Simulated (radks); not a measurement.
Task: The mean radii <r> (bohr) of the occupied orbitals of an atom or ion are listed with their occupations. All-electron calculation, non-relativistic Kohn-Sham, PBE, spin-polarised, spherical densities, point nucleus. Program: a radial shooting solver on a logarithmic mesh with Libxc functionals.

orbital  occ.      <r>
1s          2  0.04758
2s          2   0.1967

Name the element and its charge. Open shells, if any, are filled with parallel spins first.

Result: Z = 32, germanium, charge +28: Ge28+ in [He] 2s2. The 1s radius gives Z: for a bare nucleus <r> = 1.5/Z, 0.04688 bohr for Z = 32, and screening makes it slightly larger (0.04758 here). The occupations add up to 4, and the charge is Z minus that.
